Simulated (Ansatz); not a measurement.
In10As11H28⁺, a nanocrystal cut from wurtzite InAs (hydrogen-capped). The state is a triplet with charge 1. Geometry PBE-D4/def2-SVP, that of the charge +1 singlet; atoms count from 1.

Cartesian coordinates in Å:
```
As 3.137 0.022 -3.201
In 5.384 -0.820 -1.742
As -1.237 1.264 -3.747
In -3.058 -0.712 -4.175
In 0.737 0.555 -2.148
As 0.202 -1.618 -0.691
As 3.999 -0.711 0.618
In 2.150 -2.610 0.927
As -3.877 -0.709 -1.495
In -2.150 -1.245 0.469
As -2.684 -3.448 1.873
As 0.872 -2.497 3.278
In -0.891 -4.529 3.762
In -1.845 3.917 -3.550
As 1.227 2.320 -0.207
In 3.388 1.778 1.302
As -2.612 3.698 -0.882
In -0.956 3.097 1.141
As -1.661 0.718 2.172
As 2.102 1.463 3.677
In -0.026 -0.151 4.144
H 2.812 -0.938 -4.343
H 3.437 1.236 -4.077
H 5.524 -2.479 -2.198
H 6.410 0.570 -1.790
H -0.452 1.221 -5.061
H -2.221 -2.229 -4.203
H -4.401 -0.047 -5.031
H -0.122 -2.684 -1.738
H 5.044 -1.077 1.675
H 2.631 -4.208 0.449
H -5.036 -1.665 -1.220
H -4.595 0.561 -1.042
H -3.080 -4.444 0.785
H -4.092 -3.215 2.415
H 1.993 -2.754 4.287
H -0.329 -5.942 2.945
H -1.685 -4.192 5.259
H -3.317 4.191 -4.409
H -0.344 4.768 -3.392
H 1.606 3.585 -0.978
H 4.612 3.002 1.343
H -3.821 2.784 -0.697
H -3.307 4.979 -0.422
H -0.705 4.312 2.353
H -3.001 0.953 2.867
H 3.152 1.087 4.721
H 1.782 2.848 4.240
H -0.696 -0.009 5.735
```

In the def2 sets In takes a core potential; there is no spin–orbit coupling. Single mean-field runs in def2-TZVP are fitted with def2-universal-jkfit. At PBE0-D4/def2-TZVP a singlet of charge 1 lies 3.82 eV below the triplet at the same geometry.

Problem. Estimate the Mulliken populations of the heavy atoms from the PBE0/def2-TZVP orbitals of Ansatz.

Solution. 
```json
{"atom": "As1", "charge (e)": "-0.36", "spin (α − β)": "0.03"}
{"atom": "In2", "charge (e)": "0.40", "spin (α − β)": "0.01"}
{"atom": "As3", "charge (e)": "-0.61", "spin (α − β)": "0.02"}
{"atom": "In4", "charge (e)": "0.39", "spin (α − β)": "0.06"}
{"atom": "In5", "charge (e)": "0.71", "spin (α − β)": "0.05"}
{"atom": "As6", "charge (e)": "-0.61", "spin (α − β)": "0.17"}
{"atom": "As7", "charge (e)": "-0.64", "spin (α − β)": "0.05"}
{"atom": "In8", "charge (e)": "0.62", "spin (α − β)": "0.02"}
{"atom": "As9", "charge (e)": "-0.35", "spin (α − β)": "0.24"}
{"atom": "In10", "charge (e)": "0.55", "spin (α − β)": "0.34"}
{"atom": "As11", "charge (e)": "-0.28", "spin (α − β)": "0.38"}
{"atom": "As12", "charge (e)": "-0.62", "spin (α − β)": "0.12"}
{"atom": "In13", "charge (e)": "0.35", "spin (α − β)": "0.14"}
{"atom": "In14", "charge (e)": "0.41", "spin (α − β)": "0.00"}
{"atom": "As15", "charge (e)": "-0.63", "spin (α − β)": "0.00"}
{"atom": "In16", "charge (e)": "0.62", "spin (α − β)": "0.00"}
{"atom": "As17", "charge (e)": "-0.40", "spin (α − β)": "0.01"}
{"atom": "In18", "charge (e)": "0.55", "spin (α − β)": "0.04"}
{"atom": "As19", "charge (e)": "-0.59", "spin (α − β)": "0.12"}
{"atom": "As20", "charge (e)": "-0.41", "spin (α − β)": "0.01"}
{"atom": "In21", "charge (e)": "0.58", "spin (α − β)": "0.04"}
```
Mulliken values depend strongly on the basis.

Problem. Where does the spin sit?

Solution. Summed by element: As 1.15, In 0.71, H 0.15, of 2 unpaired in all. Largest on single atoms: As11 0.38, In10 0.34, As9 0.24.

Problem. And the Mayer bond orders between heavy atoms (over 0.3)?

Solution. As1–In2 0.49 (2.81 Å); As1–In5 0.65 (2.67 Å); In2–As7 0.56 (2.74 Å); As3–In4 0.60 (2.72 Å); As3–In5 0.76 (2.64 Å); As3–In14 0.58 (2.73 Å); In4–As9 0.48 (2.80 Å); In5–As6 0.62 (2.67 Å); In5–As15 0.67 (2.67 Å); As6–In8 0.59 (2.72 Å); As6–In10 0.63 (2.65 Å); As7–In8 0.66 (2.67 Å); As7–In16 0.69 (2.65 Å); In8–As12 0.62 (2.68 Å); As9–In10 0.53 (2.67 Å); In10–As11 0.41 (2.67 Å); In10–As19 0.64 (2.64 Å); As11–In13 0.51 (2.82 Å); As12–In13 0.56 (2.73 Å); As12–In21 0.68 (2.66 Å); In14–As17 0.49 (2.78 Å); As15–In16 0.62 (2.69 Å); As15–In18 0.64 (2.68 Å); In16–As20 0.58 (2.72 Å); As17–In18 0.65 (2.68 Å); In18–As19 0.63 (2.69 Å); As19–In21 0.64 (2.71 Å); As20–In21 0.59 (2.71 Å).
